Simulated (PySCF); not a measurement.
H8N2OSi2, SMILES N([Si@@H](N)O)[SiH3].

Coordinates come from a B3LYP-D3(BJ)/def2-SVP optimisation. The structure was generated by enumeration; whether it is a known compound was not checked. One conformer was computed; it need not be the lowest.

These are SMD-PBE0/6-31G* (PySCF) values and carry that method's errors.

Solvation free energies are E(SMD) − E(gas) at the gas-phase geometry, for 1 M in both phases. In vacuum the dipole moment is 2.03 D.

Computed solvation free energies in water, benzene, 2-propanol:
| solvent | ΔG(solv) (kcal/mol) | its non-electrostatic (CDS) part | dipole (D) |
|---|---|---|---|
| water | -5.4 | 4.7 | 2.46 |
| benzene | -3.0 | -0.1 | 2.19 |
| 2-propanol | -8.0 | 0.9 | 2.43 |
